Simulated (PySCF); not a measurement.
C4H5N2, SMILES c1nc[nH+]cc1, charge +1. Coordinates come from a TPSSh-D3(BJ)/def2-SVP optimisation. The isomer is the one that the SMILES or the coordinates give; other isomers of the formula were not compared.

Problem. Give the equilibrium geometry at TPSSh-D3(BJ)/def2-SVP (PySCF confirms it by a frequency run) as Cartesian coordinates in Å, and its point group. (The exact figures need the calculation; the answer reports its results.)

Solution. point group Cs.
```xyz
11

C     -0.8451     1.1056     0.0000
C      0.5500     1.2651     0.0000
N      1.3960     0.2236     0.0000
C      0.8898    -0.9874     0.0000
N     -0.4491    -1.2095     0.0000
C     -1.3381    -0.1886     0.0000
H     -1.5232     1.9599     0.0000
H      1.0040     2.2610     0.0000
H      1.5422    -1.8656     0.0000
H     -0.7916    -2.1751     0.0000
H     -2.3986    -0.4466     0.0000
```
Charge +1, spin multiplicity 1.
